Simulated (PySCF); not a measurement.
Excitation energy of Zr²⁺ by level of theory

Zr²⁺ [Kr] 4d2 (3F) → Zr²⁺ [Kr] 4d1 5s1 (3D), as a difference of total energies. Computed with PySCF 2.14 in aug-cc-pwCVDZ-PP with ECP28MDF (6s6p5d3f, 70 functions), with a scalar-relativistic core potential. Correlated levels: valence: 4s2 4p6 frozen. The calculations carry no spin-orbit coupling.

```
           method  excitation energy (eV)
              UHF                   2.345
    MP2 (valence)                   2.325
SCS-MP2 (valence)                   2.338
   CCSD (valence)                   2.310
```

Q: How much does correlation contribute at MP2 (valence)?

A: 2.325 − (2.345) = -0.020 eV, measured against UHF.

With two correlated electrons CCSD is exact in that space.
